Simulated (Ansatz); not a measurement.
Gas-phase electronic energies from Ansatz, PBE0-D4/def2-TZVP geometries. CCSD(T)/CBS adds triple-zeta CCSD(T) − MP2 to the extrapolated MP2 energy (def2 sets, frozen cores). Each species was taken in one conformer, which may not be the lowest.

`C=NC[SiH2]C` + `CCCC(C)CC` → `CCC(C)CC(C)C` + `C=NC[SiH3]`  (formal exchange of groups at a C–Si bond)

| species | CCSD(T)/CBS(def2) energy (Eh) |
| --- | --- |
| `C=NC[SiH2]C` | -463.33298 |
| `CCCC(C)CC` | -276.02538 |
| `CCC(C)CC(C)C` | -315.28835 |
| `C=NC[SiH3]` | -424.05510 |

Problem. Work out ΔE.

Solution. ΔE = (-315.28835) + (-424.05510) − (-463.33298) − (-276.02538) = 0.01491 Eh = +39.1 kJ/mol.

Largest T1 diagnostic among the species: 0.012.

In def2-TZVPP, CCSD(T) changes the Hartree–Fock value by −7.8 kJ/mol (the triples alone add −1.3 kJ/mol) and MP2 by −7.4 kJ/mol. At CCSD(T), def2-SVP lies −13.3 kJ/mol from the extrapolated value and def2-TZVPP −2.0 kJ/mol. From BLYP to BHLYP (50 % exact exchange), in def2-TZVPP and without D4, ΔE moves by −3.8 kJ/mol.
